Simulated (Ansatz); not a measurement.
Reactions of `[CH3][Sn-]1[O]C(C(F)(F)F)=CC(C(F)(F)F)=[O+]1`.

Calculated with Ansatz (gas phase, PBE0-D4/def2-TZVP geometries, no zero-point term in ΔE). CBS: MP2 limit from def2 TZ/QZ plus the TZ coupled-cluster correction, frozen cores. This one scheme is used for every species. def2 core potentials past Kr. For Ga, In, Mg, Sn outer-core shells are correlated without core-valence functions, which leaves a few kJ/mol of doubt a bond. Scalar relativity is left out up to krypton. One conformer a species, not always the lowest.

**Question.** Order these by ΔE at CCSD(T)/CBS, lowest first. (Best estimate.)
A. `[CH3][Sn-]1[O]C(C(F)(F)F)=CC(C(F)(F)F)=[O+]1` + `OB(O)Cl` → `[CH3][Sn][Cl]` + `O[B-]1(O)OC(C(F)(F)F)=CC(C(F)(F)F)=[O+]1`
B. `[CH3][Sn-]1[O]C(C(F)(F)F)=CC(C(F)(F)F)=[O+]1` + `C[O][InH][Cl]` → `FC(F)(F)C1=CC(C(F)(F)F)=[O+][Sn-]([Cl])[O]1` + `C[O][InH][CH3]`
C. `[CH3][Sn-]1[O]C(C(F)(F)F)=CC(C(F)(F)F)=[O+]1` + `[CH3][Mg][CH3]` → `[CH3][Sn][CH3]` + `[CH3][Mg-]1[O]C(C(F)(F)F)=CC(C(F)(F)F)=[O+]1`
D. `[CH3][Sn-]1[O]C(C(F)(F)F)=CC(C(F)(F)F)=[O+]1` + `[OH][AlH][SH]` → `[OH][Sn-]1[O]C(C(F)(F)F)=CC(C(F)(F)F)=[O+]1` + `[CH3][AlH][SH]`
E. `[CH3][Sn-]1[O]C(C(F)(F)F)=CC(C(F)(F)F)=[O+]1` + `C[CH2][Al]([F])[F]` → `C[CH2][Sn][CH3]` + `FC(F)(F)C1=CC(C(F)(F)F)=[O+][Al-]([F])([F])[O]1`
F. `[CH3][Sn-]1[O]C(C(F)(F)F)=CC(C(F)(F)F)=[O+]1` + `[OH][Ga]([F])[Cl]` → `FC(F)(F)C1=CC(C(F)(F)F)=[O+][Ga-]([F])([Cl])[O]1` + `[CH3][Sn][OH]`
G. `[CH3][Sn-]1[O]C(C(F)(F)F)=CC(C(F)(F)F)=[O+]1` + `[OH][Sn][F]` → `[CH3][Sn][F]` + `[OH][Sn-]1[O]C(C(F)(F)F)=CC(C(F)(F)F)=[O+]1`
H. `[CH3][Sn-]1[O]C(C(F)(F)F)=CC(C(F)(F)F)=[O+]1` + `NB(O)Cl` → `[CH3][Sn][NH2]` + `O[B-]1(Cl)OC(C(F)(F)F)=CC(C(F)(F)F)=[O+]1`

**Answer.** C (-22.5 kcal/mol), E (-14.6 kcal/mol), B (-5.1 kcal/mol), F (-1.7 kcal/mol), G (+2.6 kcal/mol), A (+5.8 kcal/mol), D (+10.4 kcal/mol), H (+28.3 kcal/mol).

Largest T1 diagnostic: 0.018, for `[OH][Sn][F]`.
